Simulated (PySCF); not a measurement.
A species of formula C4H7NSi has this rotational fingerprint, computed with PBE0/def2-SVPD in PySCF (dipole) on a GFN2-xTB geometry, gas phase:

* Rotational constants: A = 23343, B = 876.8, C = 858.2 MHz
* Dipole components: |μa| = 2.11 D, |μb| = 0.92 D, |μc| = 0.03 D
* Inertial defect: -9.15 u·Å²
* κ: -1.00

**Question.** Which structure is it? (One computed conformer of each.)
A. `[CH:1]#[C:2][C@H:3]1[NH:4][CH2:5][SiH2:6]1` with C2–C3–N4–C5 144°, C3–N4–C5–Si6 -22°, N4–C5–Si6–C3 17°, C2–C3–Si6–C5 -133°
B. `[N:1]#[C:2][CH2:3][SiH:4]1[CH2:5][CH2:6]1` with C2–C3–Si4–C5 -168°
C. `[CH:1]#[C:2]/[CH:3]=[N:4]\[CH2:5][SiH3:6]` with C3–N4–C5–Si6 -100°
D. `CC#C/C=N/[SiH3]`

**Answer.** D. It is CC#C/C=N/[SiH3]. The candidates at the same level (rigid rotor, commonest isotopes):

| SMILES | A (MHz) | B (MHz) | C (MHz) | μa (D) | μb (D) | μc (D) | Δ (u·Å²) | point group | rotor |
| --- | --- | --- | --- | --- | --- | --- | --- | --- | --- |
| CC#C/C=N/[SiH3] | 23343 | 876.8 | 858.2 | 2.11 | 0.92 | 0.03 | -9.15 | – | – |
| C#C[C@H]1NC[SiH2]1 | 5829 | 2091 | 1675 | 1.39 | 0.06 | 0.97 | -26.68 | C1 | asymmetric top |
| C#C/C=N\C[SiH3] | 5345 | 1639 | 1404 | 0.70 | 1.37 | 0.55 | -43.13 | C1 | asymmetric top |
| N#CC[SiH]1CC1 | 9070 | 1411 | 1369 | 3.54 | 1.92 | 0.58 | -44.83 | C1 | near-prolate asymmetric top |

`N#CC[SiH]1CC1` has A 61 % too low; `C#C/C=N\C[SiH3]` has B 87 % too high; `C#C[C@H]1NC[SiH2]1` has B 138 % too high. No structure here is proved a minimum.
